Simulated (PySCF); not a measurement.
The pair A = GeH4 (SMILES [GeH4]) (first 5 atoms), B = CH5N (SMILES CN); geometry from B3LYP-D3(BJ)/def2-TZVP.
(charge 0, multiplicity 1):
```json
[
 {"atom": "Ge", "x (Å)": "0.1056", "y (Å)": "0.2676", "z (Å)": "0.4932"},
 {"atom": "H", "x (Å)": "0.5397", "y (Å)": "1.7002", "z (Å)": "0.8242"},
 {"atom": "H", "x (Å)": "-1.3136", "y (Å)": "-0.0119", "z (Å)": "1.0041"},
 {"atom": "H", "x (Å)": "1.0990", "y (Å)": "-0.7557", "z (Å)": "1.0585"},
 {"atom": "H", "x (Å)": "0.0934", "y (Å)": "0.1152", "z (Å)": "-1.0462"},
 {"atom": "C", "x (Å)": "-0.3100", "y (Å)": "-0.9255", "z (Å)": "4.0728"},
 {"atom": "N", "x (Å)": "0.0805", "y (Å)": "0.4239", "z (Å)": "3.6679"},
 {"atom": "H", "x (Å)": "0.4138", "y (Å)": "-1.6402", "z (Å)": "3.6782"},
 {"atom": "H", "x (Å)": "-1.2767", "y (Å)": "-1.1661", "z (Å)": "3.6280"},
 {"atom": "H", "x (Å)": "-0.3855", "y (Å)": "-1.0801", "z (Å)": "5.1567"},
 {"atom": "H", "x (Å)": "0.9856", "y (Å)": "0.6709", "z (Å)": "4.0493"},
 {"atom": "H", "x (Å)": "-0.5833", "y (Å)": "1.1111", "z (Å)": "4.0038"}
]
```

Rows in 6-31G* carry no dispersion term and start afresh at each structure (6-31G* with six Cartesian d functions); the Pople sets are all-electron and without relativity. MP2/6-31G* freezes PySCF's default core, which leaves 3d correlated.

Run with PySCF for 6-31G* rows. 

Total energies (hartree), monomers frozen at their geometry in the pair:

```tsv
structure	HF/6-31G*	B3LYP/6-31G*	MP2/6-31G*
AB	-2172.5915386	-2175.0092163	-2173.1488448
A in the pair's basis	-2077.3802941	-2079.1532012	-2077.6378915
B in the pair's basis	-95.2111193	-95.8558776	-95.5096681
A	-2077.3800955	-2079.1530069	-2077.6373734
B	-95.2094082	-95.8529608	-95.5063373
```

Task: Work out the interaction energy without and with the counterpoise correction, and the superposition error, for each level.

Result: 
E(AB) − E(A) − E(B), times 627.509 kcal/mol, with the monomers in their own basis and then in the pair's basis:
- HF/6-31G*: -1.28 uncorrected, -0.08 corrected; the monomers gain 1.20 kcal/mol from borrowed functions
- B3LYP/6-31G*: -2.04 uncorrected, -0.09 corrected; the monomers gain 1.95 kcal/mol from borrowed functions
- MP2/6-31G*: -3.22 uncorrected, -0.81 corrected; the monomers gain 2.42 kcal/mol from borrowed functions
